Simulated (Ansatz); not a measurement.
One change: `N[CH2][GaH][SiH3]` becomes `[CH3][GaH][SiH3]`.

Ansatz, PBE0-D4/def2-TZVP geometries, multiplicity 1. Each molecule was computed in one conformer, which needn't be the lowest.

Scalar relativity is left out up to krypton.

| property | `N[CH2][GaH][SiH3]` |
| --- | --- |
| LUMO energy (ωB97M-V/def2-TZVPP) / eV | -0.07 |
| size of the dipole moment (B3LYP/def2-TZVPP) / D | 1.65 |
| HOMO–LUMO gap (PBE/def2-TZVPP) / eV | 2.75 |
| LUMO energy (B3LYP/def2-TZVPP) / eV | -2.02 |
| size of the dipole moment (ωB97M-V/def2-TZVPP) / D | 1.64 |
| HOMO–LUMO gap (ωB97M-V/def2-TZVPP) / eV | 8.94 |

(1) Give the same properties after the change, and the shifts. (An estimate is asked.)

Results:

(1) Computed: 
```csv
property,`[CH3][GaH][SiH3]`,shift
LUMO energy (ωB97M-V/def2-TZVPP) / eV,-0.08,-0.01
size of the dipole moment (B3LYP/def2-TZVPP) / D,0.86,-0.79
HOMO–LUMO gap (PBE/def2-TZVPP) / eV,3.70,0.95
LUMO energy (B3LYP/def2-TZVPP) / eV,-2.04,-0.02
size of the dipole moment (ωB97M-V/def2-TZVPP) / D,0.84,-0.80
HOMO–LUMO gap (ωB97M-V/def2-TZVPP) / eV,9.28,0.34
```

Dipoles are sizes alone; their direction can turn.

B3LYP here is the variant with VWN-RPA as its local correlation; programs differ in this.
